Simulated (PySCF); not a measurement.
## Electron correlation in P (phosphorus, neutral)

[Ne] 3s2 3p2 4s1, high-spin 4P determinant (an excited configuration). Computed with PySCF 2.14 in dyall-av3z (19s12p3d2f, 84 functions), with scalar relativity by spin-free X2C-1e. Frozen: [Ne]; 5 electrons correlated; the 26 highest virtual orbitals of each spin left out.

MP2 pair energies summed by pair of shells (mhartree):

```json
{"pair": "3s-3p", "energy": "-38.96", "share (%)": "53.5"}
{"pair": "3s-3s", "energy": "-17.46", "share (%)": "24.0"}
{"pair": "3p-3p", "energy": "-6.49", "share (%)": "8.9"}
{"pair": "3s-4s", "energy": "-5.12", "share (%)": "7.0"}
{"pair": "3p-4s", "energy": "-4.80", "share (%)": "6.6"}
```

Total MP2 correlation energy: -72.82 mhartree.

Same-spin part -16.29 and opposite-spin part -56.53 mhartree; SCS-MP2 scales them by 1/3 and 6/5 to -73.27 mhartree.
